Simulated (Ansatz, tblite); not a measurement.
Forces on In2Se3 at its B3LYP-D4/def2-SVP geometry. Charge 0, multiplicity 1.

In the def2 sets In takes a core potential; there is no spin–orbit coupling. The xTB rows come from tblite. Correlated methods freeze 35 core orbitals; core or outer-core shells of In, Se are correlated, in sets that lack core-valence functions. The structure comes from a short search, and lower isomers may exist.

GFN1-xTB (tblite), largest force 1.04 eV/Å:

```xyz
5
positions Å, forces eV/Å
In    2.148    0.867   -0.778   -0.618   -0.348    0.279
In   -2.085    0.833   -0.081    0.850   -0.583    0.154
Se    0.419    0.668    1.660   -0.130   -0.020   -0.675
Se   -0.388   -1.420    0.771   -0.139    0.423   -0.191
Se   -0.093   -0.948   -1.572    0.038    0.529    0.433
```

GFN2-xTB (tblite), largest force 0.57 eV/Å:

```
In 0.217 -0.039 -0.012
In -0.186 0.027 0.015
Se -0.184 -0.242 0.032
Se 0.314 0.405 -0.252
Se -0.160 -0.151 0.217
```

PBE-QIDH/def2-TZVP (Ansatz), largest force 1.10 eV/Å:

```
In -0.589 -0.320 0.257
In 0.529 -0.356 0.093
Se -0.209 -0.548 -0.746
Se 0.218 0.949 -0.510
Se 0.051 0.276 0.906
```
